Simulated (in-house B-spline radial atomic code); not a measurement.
**RPA and G0W0 on CAM-B3LYP: Hg VIII (Hg7+)**

Configuration [Xe] 4f14 5d5, highest spin, mean-field start CAM-B3LYP. Computed with an all-electron radial atomic-structure program (B-spline basis): all electrons, scalar-relativistic (spin-free one-electron X2C), finite nucleus, each spin shell either full or empty, empty states to l = 9 with an (l + 1/2)⁻⁴ tail; G0W0 by contour deformation at full frequency.

Without the two-electron picture change, the correlation of inner shells comes somewhat too large for so heavy an element.

Command:
```bash
python run_gw.py task.json out
```
Settings (radii: box in bohr, nucleus in fm):
```
Z                        80
electrons                73
configuration            [Xe] 4f14 5d5
hamiltonian              x2c
method                   camb3lyp
lmax                     9
rms_radius               5.4648
spin_polarised           True
box_radius               8.41
intervals                65
```

Run time, properties included: 7.7 s on 1 thread of Arm Neoverse V2 (shared host).

Energies (hartree):

```
                                     term         value
                         mean-field total  -19614.15737
Hartree-Fock functional on these orbitals  -19607.61545
                      direct second order       -7.3349
                    second-order exchange         1.841
                         SOSEX correction        1.7486
```

**Question.** What is the RPA correlation energy, and what remains with SOSEX?

**Answer.** RPA gives -6.5348 hartree (-2.44 eV per electron); RPA + SOSEX gives -4.7862, and the second-order doubles -5.4939 hartree (no singles). RPA lacks exchange-type terms and so overcorrelates at short range.

Quasi-particle levels (eV):

| level | occupied | mean field | Σx - vxc | Σc | QP weight | G0W0 |
| --- | --- | --- | --- | --- | --- | --- |
| 5d up | yes | -112.18 | -5.51 | ? | ? | ? |
| 5p down | yes | -171.69 | -5.91 | -0.61 | 0.965 | -178.20 |
| 4f down | yes | -209.79 | -17.64 | 6.23 | 0.943 | -221.20 |
| 5d down | no | -100.00 | 7.28 | -3.21 | 0.974 | -95.93 |

G0W0 = mean field + (Σx - vxc) + Σc, with Σc (partial-wave tail included) taken at the quasi-particle energy. Only the outer levels were computed. Levels of low weight are left out.

**Question.** Where does G0W0 put 5d up?

**Answer.** At -118.17 eV, with Σc = -0.47 eV and a quasi-particle weight of 0.974. The tabulated removal energy is 113.9 ± 2.1 eV (NIST, tabulated theory); the calculation leaves out spin-orbit coupling, Breit and QED terms, and what these don't explain is the method's own error.
